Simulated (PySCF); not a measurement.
**Atomic charges against the basis set**

Compound: C₄H₅BCl₂.
Bonds: C1–C2 (double), C2–C3 (double), C3–C4, C4–B5, B5–Cl6, B5–Cl7. Hydrogens: H8, H9 on C1; H10 on C3; H11, H12 on C4.

PBE0 throughout (PySCF), one geometry, spherical d and f functions. Geometry: PBE0-D3(BJ)/def2-SVP, one conformer, isolated molecule. Atoms taken as equivalent share a column and are averaged. The first 7 of 9 kinds of atom are listed.

Mulliken charges (e):

```csv
basis,functions,C1,C2,C3,C4,B5,Cl6/Cl7,H8/H9
pcSseg-0,81,-0.393,-0.118,-0.234,-0.818,+0.591,-0.171,+0.246
6-31G*,116,-0.569,+0.322,-0.339,-0.494,+0.205,-0.072,+0.198
cc-pVDZ,131,-0.106,+0.071,-0.260,-0.012,+0.118,-0.074,+0.077
def2-SVP,131,-0.226,+0.146,-0.256,-0.030,+0.086,-0.059,+0.084
aug-cc-pVDZ,214,+0.739,-0.480,+0.969,+0.567,+0.545,-0.248,-0.327
"6-311+G(2d,p)",235,-0.709,+1.275,-0.864,-0.656,+0.569,-0.191,+0.140
def2-TZVP,259,-0.310,+0.003,-0.184,-0.204,+0.174,-0.100,+0.150
cc-pVTZ,288,-0.335,+0.052,-0.163,-0.173,+0.139,-0.076,+0.132
IGLO-III,313,-0.234,-0.056,-0.090,-0.361,+0.270,-0.087,+0.119
```

IAO charges (e):

| basis | functions | C1 | C2 | C3 | C4 | B5 | Cl6/Cl7 | H8/H9 |
| --- | --- | --- | --- | --- | --- | --- | --- | --- |
| pcSseg-0 | 81 | -0.348 | +0.030 | -0.190 | -0.425 | +0.159 | -0.042 | +0.169 |
| 6-31G* | 116 | -0.350 | +0.028 | -0.183 | -0.412 | +0.188 | -0.053 | +0.168 |
| cc-pVDZ | 131 | -0.357 | +0.028 | -0.185 | -0.414 | +0.193 | -0.053 | +0.169 |
| def2-SVP | 131 | -0.347 | +0.026 | -0.179 | -0.410 | +0.186 | -0.048 | +0.164 |
| aug-cc-pVDZ | 214 | -0.368 | +0.028 | -0.190 | -0.420 | +0.197 | -0.056 | +0.174 |
| 6-311+G(2d,p) | 235 | -0.368 | +0.028 | -0.190 | -0.422 | +0.192 | -0.053 | +0.174 |
| def2-TZVP | 259 | -0.368 | +0.028 | -0.190 | -0.422 | +0.196 | -0.053 | +0.173 |
| cc-pVTZ | 288 | -0.368 | +0.029 | -0.190 | -0.423 | +0.199 | -0.055 | +0.174 |
| IGLO-III | 313 | -0.369 | +0.027 | -0.190 | -0.423 | +0.189 | -0.050 | +0.174 |

Hirshfeld charges (e):

| basis | functions | C1 | C2 | C3 | C4 | B5 | Cl6/Cl7 | H8/H9 |
| --- | --- | --- | --- | --- | --- | --- | --- | --- |
| pcSseg-0 | 81 | -0.105 | -0.009 | -0.055 | -0.136 | +0.162 | -0.058 | +0.058 |
| 6-31G* | 116 | -0.110 | -0.013 | -0.057 | -0.119 | +0.187 | -0.082 | +0.058 |
| cc-pVDZ | 131 | -0.112 | -0.007 | -0.057 | -0.137 | +0.171 | -0.063 | +0.057 |
| def2-SVP | 131 | -0.115 | -0.006 | -0.059 | -0.146 | +0.165 | -0.053 | +0.057 |
| aug-cc-pVDZ | 214 | -0.119 | -0.009 | -0.068 | -0.155 | +0.177 | -0.056 | +0.061 |
| 6-311+G(2d,p) | 235 | -0.115 | -0.012 | -0.067 | -0.149 | +0.169 | -0.055 | +0.059 |
| def2-TZVP | 259 | -0.117 | -0.009 | -0.065 | -0.149 | +0.175 | -0.058 | +0.059 |
| cc-pVTZ | 288 | -0.118 | -0.006 | -0.063 | -0.147 | +0.175 | -0.061 | +0.059 |
| IGLO-III | 313 | -0.119 | -0.009 | -0.069 | -0.157 | +0.168 | -0.047 | +0.060 |

ESP-fitted charges (e):

```tsv
basis	functions	C1	C2	C3	C4	B5	Cl6/Cl7	H8/H9
pcSseg-0	81	-0.516	+0.078	-0.267	-0.152	+0.438	-0.197	+0.226
6-31G*	116	-0.519	+0.115	-0.339	+0.090	+0.139	-0.103	+0.217
cc-pVDZ	131	-0.494	+0.096	-0.347	+0.156	+0.080	-0.081	+0.210
def2-SVP	131	-0.485	+0.087	-0.343	+0.160	+0.068	-0.072	+0.207
aug-cc-pVDZ	214	-0.537	+0.096	-0.340	+0.136	+0.097	-0.087	+0.227
6-311+G(2d,p)	235	-0.559	+0.117	-0.383	+0.202	+0.034	-0.068	+0.234
def2-TZVP	259	-0.552	+0.114	-0.371	+0.180	+0.052	-0.072	+0.231
cc-pVTZ	288	-0.528	+0.097	-0.351	+0.156	+0.071	-0.078	+0.224
IGLO-III	313	-0.544	+0.106	-0.379	+0.217	+0.022	-0.062	+0.228
```

Question: Which scheme is steadiest as the basis changes?

Answer: Largest range over the bases for any column: Hirshfeld 0.04 e, IAO 0.04 e, ESP-fitted 0.42 e, Mulliken 1.83 e. Hirshfeld and IAO charges move least and Mulliken charges most, counted in e.

Question: How much do the charges still move between the two largest bases, cc-pVTZ and IGLO-III?

Answer: At most, over all atoms: Mulliken 0.188 e, IAO 0.010 e, Hirshfeld 0.016 e, ESP-fitted 0.061 e.

Question: What do the same runs give for the total energy, the frontier levels and the dipole moment?

Answer: 
| basis | energy (Eh) | HOMO (eV) | LUMO (eV) | μ (D) |
| --- | --- | --- | --- | --- |
| pcSseg-0 | -1098.7412 | -7.56 | -1.60 | 1.73 |
| 6-31G* | -1100.1400 | -7.18 | -1.34 | 1.43 |
| cc-pVDZ | -1100.2058 | -7.25 | -1.32 | 1.22 |
| def2-SVP | -1099.7695 | -7.28 | -1.23 | 1.08 |
| aug-cc-pVDZ | -1100.2174 | -7.37 | -1.53 | 1.26 |
| 6-311+G(2d,p) | -1100.2573 | -7.38 | -1.55 | 1.21 |
| def2-TZVP | -1100.2728 | -7.36 | -1.47 | 1.18 |
| cc-pVTZ | -1100.2830 | -7.34 | -1.45 | 1.21 |
| IGLO-III | -1100.2693 | -7.36 | -1.48 | 1.11 |

The dipole is fixed by the density alone, so its range of 0.65 D shows that the density itself changes with the basis, not only its division among atoms.
